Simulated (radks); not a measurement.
Results of a calculation; reference values are marked as such.
Ionisation of neutral niobium, [Kr] 4d4 5s1, to Nb+, [Kr] 4d4, under several functionals. Scalar-relativistic Kohn-Sham, spin-unpolarised, spherical densities, finite nucleus; a radial shooting solver on a logarithmic mesh with Libxc functionals.

functional,E(Nb) (hartree),Exc (hartree),IE (eV),-e(HOMO) (eV),<r> HOMO (bohr),IE error (eV)
SCAN,-3820.41942,-119.40671,6.468,2.977,2.215,-0.291
AM05,-3815.68696,-114.74631,6.590,3.013,2.210,-0.169
"LDA (Slater exchange, Perdew-Wang correlation)",-3815.49769,-114.54897,6.908,3.208,2.216,+0.150
MS2 meta-GGA,-3819.54660,-118.57731,6.509,2.994,2.224,-0.250
XLYP,-3820.50936,-119.61166,6.696,2.942,2.229,-0.063
OLYP,-3821.11769,-120.32727,6.235,2.839,2.187,-0.524
SOGGA,-3817.14333,-116.21519,6.527,2.964,2.214,-0.231

NIST Atomic Spectra Database: 6.759 eV (measured). Closest: XLYP. The Delta-SCF values span 0.67 eV, the total energies 5.62 hartree. The highest occupied level is 4d. Spin polarisation and multiplet splitting are left out, so open shells lie too high by an amount that depends on their filling.

Beside tabulated values, note that spin-unpolarised runs miss the spin-polarisation part of the exchange energy of open shells.
